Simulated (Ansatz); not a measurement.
Mulliken charges of C₂H₄ClI, SMILES `ClCCI` from PBE/def2-TZVPP in Ansatz (PBE0-D4/def2-TZVP geometry).

| atom | x (Å) | y (Å) | z (Å) | charge (e) |
| --- | --- | --- | --- | --- |
| Cl1 | -1.742 | 1.038 | 0.522 | -0.137 |
| C2 | -0.012 | 0.741 | 0.247 | -0.097 |
| C3 | 0.289 | -0.699 | -0.058 | -0.232 |
| I4 | -0.486 | -1.347 | -1.943 | -0.060 |
| H5 | 0.307 | 1.401 | -0.558 | 0.123 |
| H6 | 0.503 | 1.028 | 1.167 | 0.123 |
| H7 | -0.133 | -1.369 | 0.687 | 0.141 |
| H8 | 1.367 | -0.850 | -0.120 | 0.139 |

Q: By hand: the dipole of these point charges (1 e Å = 4.8032 D).

A: Σ q r = (0.473, 0.016, 0.190) e Å, of length 0.510 e Å = 2.45 D.

Q: How does the dipole of the full density compare? (Estimate.)

A: Computed: (0.433, 0.047, 0.234) e Å, 2.37 D; the point charges give 1.03 times that, at 7° from its direction.

Point charges leave out the atoms' own dipoles, such as those of lone pairs, and Mulliken's split depends on the basis, so the close match here is no proof of good charges.
